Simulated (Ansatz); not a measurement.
# I2 (SMILES II): from total energies to a heat of formation

I2 has 2 atoms, charge 0, and is taken as a singlet. SMILES: `II`. The coordinates come from a PBE0-D4/def2-TZVP relaxation.

| atom | x (Å) | y (Å) | z (Å) |
| --- | --- | --- | --- |
| I | 0.0000 | 0.0000 | 0.0047 |
| I | 0.0000 | 0.0000 | 2.6604 |

Total energies at HSE06/def2-TZVPP (core potential) (Ansatz 0.2.0); the atoms run unrestricted:

| species | state | energy (Eh) |
| --- | --- | --- |
| I2 | singlet | -595.457564 |
| I | doublet | -297.691478 |

Harmonic wavenumbers at PBE0-D4/def2-TZVP, in cm⁻¹: 226.

Measured heats of formation of the gaseous atoms at 298.15 K, in kJ/mol: I 106.8. Spin-orbit lowering of the atoms at 298 K (mean of the ground term's levels less their thermal mean, from spectra), in kJ/mol: I 30.32. Take 1 Eh = 2625.50 kJ/mol, 1 cm⁻¹ = 0.0119627 kJ/mol, RT = 2.479 kJ/mol.

Work out the heat of formation of the gas at 298 K.


1. Electronic atomisation energy: 2 × (-297.691478) − (-595.457564) = 0.074608 Eh = 195.9 kJ/mol.
2. Zero-point energy: half the sum of the wavenumbers, 113 cm⁻¹ = 1.4 kJ/mol.
3. Thermal vibrational enthalpy, Σ hcν̃/(exp(hcν̃/kT) − 1): 1.4 kJ/mol. Translation, rotation and pV of a linear molecule: 3.5 RT = 8.7 kJ/mol.
4. The 2 free atoms carry 5/2 RT each: 12.4 kJ/mol.
5. Spin-orbit coupling lowers the free atoms by 2 × 30.32 = 60.6 kJ/mol.
6. Atomisation enthalpy at 298 K: 195.9 − 60.6 − 1.4 − 1.4 − 8.7 + 12.4 = 136.2 kJ/mol.
7. Sum of the atoms' heats of formation: 213.6 kJ/mol. Heat of formation: 213.6 − 136.2 = +77.4 kJ/mol.

The tabulated value is +62.4 kJ/mol (Active Thermochemical Tables), so this level is off by +15.0 kJ/mol, or 9.9 % of the atomisation enthalpy that the table implies (151.1 kJ/mol). Anharmonicity and any spin-orbit splitting of the molecule are left out.
